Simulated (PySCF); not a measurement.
Positional isomers: silole silyl. Isolated molecules, 0 K electronic values unless said otherwise. Strings in code marks are SMILES.

The HOMO from two functionals at the same geometries (B3LYP-D3(BJ)/def2-TZVP), both in PySCF: PBE-D3(BJ)/def2-TZVP and B3LYP-D3(BJ)/def2-TZVP. B3LYP has the VWN-RPA correlation part, as in Gaussian. 

```csv
species,PBE-D3(BJ)/def2-TZVP (eV),B3LYP-D3(BJ)/def2-TZVP (eV)
`[SiH3]C1=CC=C[SiH2]1`,-6.03,-6.77
`[SiH3]C1=C[SiH2]C=C1`,-6.01,-6.76
`[SiH3][SiH]1C=CC=C1`,-5.86,-6.61
```

Over these rows, drawn at random from the members with no instability flagged (it was tested for open shells, ions and some series alone), PBE minus B3LYP-D3(BJ): mean +0.75 eV, from +0.74 eV to +0.76 eV.
